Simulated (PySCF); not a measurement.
C3H10OSi2, SMILES [Si@H]1(C)CO[C@H]1[SiH3].

Geometry optimised at PBE0-D3(BJ)/def2-SVP. The structure was generated by enumeration; whether it is a known compound was not checked.

Calculation: PySCF with SMD-PBE0/def2-SVP.

Solvation free energies are E(SMD) − E(gas) at the gas-phase geometry, for 1 M in both phases. In vacuum the dipole moment is 2.36 D.

Rank water, 2-propanol, N,N-dimethylformamide by solvation free energy, most negative first.

2-propanol (-3.8 kcal/mol), N,N-dimethylformamide (-2.6 kcal/mol), water (-0.3 kcal/mol)
